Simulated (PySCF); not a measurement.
**Dipole response of Mn³⁺ (manganese, charge +3)**

[Ar] 3d4, high-spin 5D determinant. Computed with PySCF 2.14 in aug-cc-pVTZ (8s7p5d3f2g, 93 functions), with the non-relativistic Hamiltonian (point nucleus). Coupled (time-dependent) response in atomic units; α is the mean over directions.

```json
{"method": "BLYP", "mean α (bohr³)": "2.079", "α xx, yy, zz": "1.994, 1.994, 2.249", "C₆ (like pair)": "5.166", "S(−4)": "1.597"}
{"method": "B3LYP", "mean α (bohr³)": "1.999", "α xx, yy, zz": "1.921, 1.921, 2.157", "C₆ (like pair)": "4.959", "S(−4)": "1.387"}
```

S(−4) is the Cauchy moment in α(ω) = α(0) + S(−4) ω² + …

α(iu) at BLYP:

```json
{"u (hartree)": "0", "α(iu) (bohr³)": "2.079"}
{"u (hartree)": "0.0500", "α(iu) (bohr³)": "2.075"}
{"u (hartree)": "0.100", "α(iu) (bohr³)": "2.063"}
{"u (hartree)": "0.200", "α(iu) (bohr³)": "2.019"}
{"u (hartree)": "0.300", "α(iu) (bohr³)": "1.953"}
{"u (hartree)": "0.500", "α(iu) (bohr³)": "1.787"}
{"u (hartree)": "0.750", "α(iu) (bohr³)": "1.574"}
{"u (hartree)": "1.00", "α(iu) (bohr³)": "1.383"}
{"u (hartree)": "1.50", "α(iu) (bohr³)": "1.077"}
{"u (hartree)": "2.00", "α(iu) (bohr³)": "0.8510"}
{"u (hartree)": "3.00", "α(iu) (bohr³)": "0.5579"}
{"u (hartree)": "5.00", "α(iu) (bohr³)": "0.2850"}
```

For an ion, C₆ is the dispersion term alone; charge-induced terms of lower order in 1/R come first.

The components differ because the open shell of this determinant is not spherical; for a pure term their mean is the scalar polarisability.
